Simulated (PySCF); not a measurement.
**Excitation energy of Ti by level of theory**

Ti [Ar] 3d2 4s2 (3F) → Ti [Ar] 3d2 4s1 4p1 (high-spin determinant), as a difference of total energies. All numbers are calculated (PySCF 2.14, no relativity, point nucleus, in aug-cc-pVDZ). Correlated levels: valence: [Ar] frozen. The calculations carry no spin-orbit coupling.

| method | excitation energy (cm⁻¹) |
| --- | --- |
| UHF | 8120.9 |
| LDA | 16894 |
| PBE | 15445 |
| PBE0 | 14433 |
| r2SCAN | 12847 |
| BLYP | 18077 |
| BHandHLYP | 16811 |
| wB97X-V | 15417 |
| TPSSh | 14508 |
| MP2 (valence) | 13379 |
| SCS-MP2 (valence) | 15091 |

A first-order spin-orbit estimate (lowest level to lowest level, LS coupling) adds -0.009 eV.

The determinant of the upper state mixes LS terms, which raises its energy above the lowest term, most at the Hartree-Fock and MP2 levels.
